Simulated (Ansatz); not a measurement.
Two structures, one formula

The two ends of one reaction step of SiH₂SOF₂, singlet (PBE0-D4/def2-TZVP).

A:

```csv
atom,x (Å),y (Å),z (Å)
Si1,-0.3759,-0.1845,0.1062
O2,0.4996,0.9224,0.8946
S3,0.8703,-1.4926,-0.9532
H4,1.5913,-0.4802,-1.4660
F5,-1.4247,0.5696,-0.8131
F6,-1.2367,-1.0798,1.0831
H7,0.0761,1.7451,1.1484
```

B:

```
atom    x (Å)    y (Å)    z (Å)
 Si1  -0.5339  -0.5616  -0.2183
  O2   0.7173   0.6204   0.5749
  S3   0.5134  -1.5529  -1.5249
  H4   1.5132   0.4835   0.0318
  F5  -1.5645   0.6018  -0.5645
  F6  -1.1170  -1.1478   1.1295
  H7   0.4716   1.5566   0.5714
```

Computed with Ansatz 0.2.0 (basis: def2-TZVPP); correlated methods freeze the cores. B3LYP uses VWN-RPA correlation.

(1) Which structure is lower at CCSD(T), and by how much? (An estimate is asked for; the value comes from the calculation.)

No T1 diagnostic of these runs exceeds 0.012.

Results:

(1) The calculation gives: A, by 1.433 eV (electronic energy, against the other). By their contacts, A is SiH₂SOF₂ ([OH][Si]([F])([F])[SH]) and B is SiH₂SOF₂ ([OH2][Si]([F])([F])[S]).

All methods give the same order:

```
      method  E(B) − E(A) (eV)
       SPW92             1.251
      PBE-D4             1.295
     BLYP-D4             1.368
   r2SCAN-D4             1.373
      B97M-V             1.359
     PBE0-D4             1.358
    B3LYP-D4             1.415
  r2SCAN0-D4             1.401
    BHLYP-D4             1.485
CAM-B3LYP-D4             1.460
     wB97X-V             1.449
     wB97M-V             1.379
      B2PLYP             1.416
    PBE-QIDH             1.401
  RPA on PBE             1.468
          HF             1.584
         MP2             1.387
        CCSD             1.474
     CCSD(T)             1.433
```

Labels in which every atom is bracketed show which atoms are joined, not bond orders.

For scale, one of the runs: CCSD(T)/def2-TZVPP, 205 basis functions, launched by `ansatz run in.yaml --threads 4 --pin off --events-out ev --progress --plain --max-ram 9574MiB`. Time: 71 s of wall clock on 4 CPU threads of an Arm Neoverse V2; the host was shared. Peak host memory: 2.7 GiB.
